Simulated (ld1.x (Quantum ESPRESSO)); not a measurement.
**Before and after: TM potential for S (Z = 16)**

sulfur, norm-conserving Troullier–Martins (Kleinman–Bylander form), made with ld1.x (Quantum ESPRESSO) 7.5 (LDA (PZ), scalar-relativistic). Core [Ne], reference 3s2 3p4. Waves: 3s (bound): rc 1.45 bohr; 3p (bound): rc 1.75 bohr. Local part: all-electron potential smoothed inside 1.30 bohr (lloc = -2). Core correction: a·sin(br)/r model core inside 1.45 bohr.

Change: local potential the p channel.

Cutoffs: the cutoffs (Ry, on a coarse ladder) from which the occupation-weighted sum of valence levels, in a spherical-Bessel basis at the reference potential, stays within 10 and 1 mRy of its value at 400 Ry; they do not see the model core or the augmentation charge, which bear on the density cutoff. Errors are all-electron minus pseudo energies relative to the spin-unpolarised reference configuration.

Q: Predict the effect on cutoff, ghosts and configuration errors.

A: The potential gets neither clearly harder nor softer (35 Ry and 60 Ry → 40 Ry and 60 Ry); of the 9 tests that both files solve, the error grows in 0 and shrinks in 2 by more than 15 % and 0.3 meV (median size 7.1 → 6.5 meV); the range in which the s phases agree widens (upper end 3.0 → 4.3); neither file shows a bound ghost.

| quantity | base | changed |
| --- | --- | --- |
| cutoff, loose | 35 Ry | 40 Ry |
| cutoff, tight | 60 Ry | 60 Ry |
| bound ghosts | none | none |
| error for 3s2 3p3, meV [ΔE 11.86 eV] | +4.4 | +3.2 |
| error for 3s2 3p2, meV [ΔE 34.24 eV] | +34 | +28 |
| error for 3s2 3p1, meV [ΔE 68.39 eV] | +127 | +108 |
| error for 3s2 3p3.5, meV [ΔE 4.71 eV] | +0.6 | +0.4 |
| error for 3s0 3p6, meV [ΔE 20.61 eV] | +7.1 | +6.5 |
| error for 3s2 3p4.3, meV [ΔE -1.74 eV] | +0.4 | +0.3 |
| error for 3s1 3p5, meV [ΔE 10.24 eV] | +1.6 | +1.4 |
| error for 3s2 3p4 (spin-polarised), meV [ΔE -0.71 eV] | +51 | +51 |
| error for 3s2 3p3 (spin-polarised), meV [ΔE 9.90 eV] | +163 | +162 |
| s: phases at 1.91 bohr within 0.05 rad from the reference energy up to (Ry; the scan ends near 5) | 3.0 | 4.3 |
| p: phases at 1.91 bohr within 0.05 rad from the reference energy up to (Ry; the scan ends near 5) | 4.5 | to the end of the scan |
